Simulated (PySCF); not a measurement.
Correlation energy of Al⁻ (aluminium, charge -1)

[Ne] 3s2 3p2, high-spin 3P determinant. All numbers are calculated (PySCF 2.14, the spin-free X2C one-electron Hamiltonian (Gaussian nucleus), in aug-cc-pCVTZ-DK (8s7p5d3f, 75 functions)). Frozen: 1s2; 12 electrons correlated.

| level | correlation energy (mhartree) |
| --- | --- |
| CCSD | -346.80 |
| (T) | -6.09 |
| CCSD(T) | -352.89 |

Diagnostics: T1 = 0.012, D1 = 0.0473, largest double amplitude 0.088.

Is a single reference adequate?

Mostly. T1 lies below 0.03, but a double amplitude of this size points to a near-degeneracy that CCSD handles and MP2 describes poorly.
